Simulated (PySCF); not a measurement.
**Potassium: highly charged ions in a basis for the neutral atom**

K¹⁰⁺ [He] 2s2 2p5, K¹¹⁺ [He] 2s2 2p4. Calculation: PySCF 2.14, in Sapporo-DKH3-DZP-2012; the spin-free X2C one-electron Hamiltonian (Gaussian nucleus). No spin-orbit coupling, so a gap to NIST mixes the basis error with missing relativistic terms.

Changed run: basis of the neutral atom used for a highly charged ion. This setting is unsound on purpose.

| species | method | sound run (hartree) | changed run (hartree) | converged |
| --- | --- | --- | --- | --- |
| K¹⁰⁺ | UHF | not run | -554.85654 | yes |
| K¹⁰⁺ | TPSS | not run | -555.25614 | yes |
| K¹⁰⁺ | r2SCAN | not run | -555.21046 | yes |
| K¹¹⁺ | UHF | not run | -534.00151 | yes |
| K¹¹⁺ | TPSS | not run | -534.35437 | yes |
| K¹¹⁺ | r2SCAN | not run | -534.27548 | yes |

Ionisation energy of K¹⁰⁺:

| method | changed run (eV) | NIST (eV) |
| --- | --- | --- |
| UHF | 567.49 | 565.6 ± 0.7 |
| TPSS | 568.77 | 565.6 ± 0.7 |
| r2SCAN | 569.67 | 565.6 ± 0.7 |

The contracted functions were made for the neutral atom and can be too rigid for a highly charged ion.
